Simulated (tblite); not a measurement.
Species: C6H9O2P.
Atom-mapped SMILES: `[CH3:1][CH2:2][P@H:3](=[O:4])[c:5]1[cH:6][cH:7][cH:8][o:9]1` (hydrogens: H10, H11, H12 on C1; H13, H14 on C2; H15 on P3; H16 on C6; H17 on C7; H18 on C8)

Computed with GFN2-xTB (tblite), gas phase: L-BFGS steps from a force-field or distance-geometry start until the largest atomic force falls under 0.01 eV/Å.

Step 37: E = -765.1295 eV
```
atom  x, y, z in Å  |  force x, y, z in eV/Å
C1     -2.1386    1.1104   -0.3204   -0.015   0.019  -0.012
C2     -2.1029   -0.4105   -0.4100    0.020   0.023   0.007
P3     -0.7270   -1.0143    0.6411   -0.008  -0.022  -0.008
O4     -0.9235   -0.7480    2.0682    0.035  -0.004  -0.005
C5      0.8455   -0.3911    0.0015   -0.025  -0.008   0.028
C6      1.3770    0.8078   -0.3827   -0.031  -0.026   0.007
C7      2.7514    0.5690   -0.6090   -0.006   0.016  -0.005
C8      2.9547   -0.7481   -0.3329    0.008   0.003  -0.038
O9      1.8121   -1.3356    0.0364   -0.018   0.002  -0.015
H10    -1.8797    1.4194    0.6931   -0.062   0.006  -0.023
H11    -3.1273    1.4953   -0.5608    0.008   0.011  -0.009
H12    -1.4207    1.5504   -1.0092   -0.021   0.002   0.012
H13    -3.0076   -0.8421    0.0293    0.029   0.010  -0.020
H14    -2.0103   -0.7569   -1.4388    0.010   0.002   0.028
H15    -0.5877   -2.3633    0.3195   -0.002  -0.016   0.029
H16     0.8610    1.7398   -0.4940    0.012  -0.017   0.016
H17     3.4804    1.2823   -0.9314    0.034   0.018  -0.003
H18     3.8347   -1.3581   -0.3706    0.032  -0.020   0.010
```

Step 38: E = -765.1300 eV
```
atom  x, y, z in Å  |  force x, y, z in eV/Å
C1     -2.1419    1.1084   -0.3189   -0.015   0.029  -0.018
C2     -2.1043   -0.4116   -0.4108    0.027   0.013   0.020
P3     -0.7267   -1.0112    0.6409    0.002  -0.040  -0.005
O4     -0.9233   -0.7443    2.0679    0.028  -0.001  -0.007
C5      0.8461   -0.3875    0.0025   -0.023  -0.012   0.006
C6      1.3800    0.8101   -0.3819   -0.015  -0.021   0.010
C7      2.7542    0.5682   -0.6096   -0.008   0.011  -0.005
C8      2.9543   -0.7499   -0.3344    0.001   0.002  -0.046
O9      1.8097   -1.3352    0.0336    0.002   0.015  -0.001
H10    -1.8921    1.4184    0.6961   -0.062  -0.003  -0.006
H11    -3.1273    1.4929   -0.5690   -0.027   0.020  -0.008
H12    -1.4195    1.5504   -1.0000    0.009   0.009  -0.012
H13    -3.0078   -0.8447    0.0288    0.025   0.007  -0.017
H14    -2.0124   -0.7574   -1.4399    0.018   0.006   0.030
H15    -0.5823   -2.3605    0.3211   -0.008  -0.010   0.029
H16     0.8654    1.7434   -0.4910    0.018  -0.020   0.015
H17     3.4858    1.2790   -0.9336    0.016   0.009   0.008
H18     3.8334   -1.3621   -0.3725    0.015  -0.011   0.008
```

**Question.** Estimate the geometry and energy of step 39. (The exact step hangs on the optimiser's Hessian estimate; all steps are aligned on step 38, rigid shifts and turns removed.)

**Answer.** E = -765.1306 eV, largest force 0.060 eV/Å
```
atom  x, y, z in Å  |  force x, y, z in eV/Å
C1     -2.1457    1.1068   -0.3177   -0.014   0.031  -0.021
C2     -2.1052   -0.4124   -0.4113    0.026   0.004   0.025
P3     -0.7264   -1.0086    0.6405    0.014  -0.041   0.003
O4     -0.9228   -0.7401    2.0672    0.020  -0.001  -0.003
C5      0.8464   -0.3841    0.0037   -0.007  -0.017  -0.018
C6      1.3829    0.8121   -0.3809    0.006  -0.011   0.009
C7      2.7570    0.5675   -0.6103   -0.007   0.001  -0.006
C8      2.9540   -0.7517   -0.3370   -0.006  -0.001  -0.044
O9      1.8075   -1.3345    0.0309    0.025   0.016   0.007
H10    -1.9064    1.4170    0.6992   -0.058  -0.006   0.010
H11    -3.1280    1.4908   -0.5777   -0.054   0.023  -0.011
H12    -1.4178    1.5504   -0.9906    0.031   0.018  -0.030
H13    -3.0075   -0.8475    0.0283    0.015   0.003  -0.009
H14    -2.0145   -0.7577   -1.4406    0.027   0.008   0.025
H15    -0.5768   -2.3578    0.3232   -0.016  -0.012   0.026
H16     0.8706    1.7468   -0.4876    0.017  -0.016   0.013
H17     3.4916    1.2758   -0.9357   -0.010  -0.003   0.020
H18     3.8323   -1.3665   -0.3743   -0.008   0.004   0.004
```

The energy changes by -0.0005 eV. The first-order estimate −F·Δx gives -0.0007 eV and the mean of the old and new forces, exact on a quadratic surface, -0.0005 eV. The step makes an angle of 78° with the force vector and moves no atom by more than 0.015 Å.
